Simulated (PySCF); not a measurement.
State search for InF⁺

Unrestricted PBE0; basis In def2-TZVPPD with ECP28, F def2-TZVPPD; scalar-relativistic core potentials; PySCF 2.14. Outer shells of the fragments: In+ 4d10 5s2; F 2s2 2p5.

Followed along the bond (rough minima from three points):

```csv
2Ms+1,unpaired,⟨S²⟩ at the start,R at minimum (Å),Te (eV)
2,σ ↑,0.76,1.92,0.00
4,"σ ↑, π ↑↑",3.75,none in the scan,≤ 6.27
```

Solutions found at the starting distance of 2.105 Å, counted from the lowest of them; the search is not exhaustive and high or unbound solutions are not listed, so other states can lie among these:

```json
{"2Ms+1": "2", "unpaired": "σ ↑", "term": "²Σ⁺", "E (eV)": "0.00", "⟨S²⟩": "0.76", "⟨Lz²⟩": "0.00", "μ (D)": "-3.84"}
{"2Ms+1": "2", "unpaired": "π ↑", "term": "²Π", "E (eV)": "1.68", "⟨S²⟩": "0.75", "⟨Lz²⟩": "1.00", "μ (D)": "0.74"}
{"2Ms+1": "2", "unpaired": "π ↑", "term": "²Π", "E (eV)": "5.54", "⟨S²⟩": "1.04", "⟨Lz²⟩": "1.00", "μ (D)": "-3.33"}
{"2Ms+1": "4", "unpaired": "σ ↑, π ↑↑", "term": "mixed", "E (eV)": "6.27", "⟨S²⟩": "3.75", "⟨Lz²⟩": "2.01", "μ (D)": "0.54"}
{"2Ms+1": "4", "unpaired": "σ ↑, π ↑↑", "term": "mixed", "E (eV)": "6.36", "⟨S²⟩": "3.75", "⟨Lz²⟩": "2.01", "μ (D)": "0.61"}
{"2Ms+1": "4", "unpaired": "σ ↑↑, π ↑", "term": "⁴Π", "E (eV)": "7.22", "⟨S²⟩": "3.75", "⟨Lz²⟩": "1.00", "μ (D)": "0.11"}
{"2Ms+1": "4", "unpaired": "σ ↑↑, π ↑", "term": "⁴Π", "E (eV)": "7.76", "⟨S²⟩": "3.75", "⟨Lz²⟩": "1.01", "μ (D)": "1.03"}
{"2Ms+1": "4", "unpaired": "σ ↑↑↑", "term": "⁴Σ⁺", "E (eV)": "8.64", "⟨S²⟩": "3.75", "⟨Lz²⟩": "0.00", "μ (D)": "0.66"}
```

A term symbol is given only where ⟨S²⟩ and ⟨Lz²⟩ are close to those of a pure state; real π, δ and φ orbitals otherwise mix terms. A positive dipole points towards F; it is taken about the centre of mass and depends on that origin.

Spin–orbit coupling is left out. Counting both spins, an empty level lies below a filled one in some of these solutions, because spin and occupation are held.
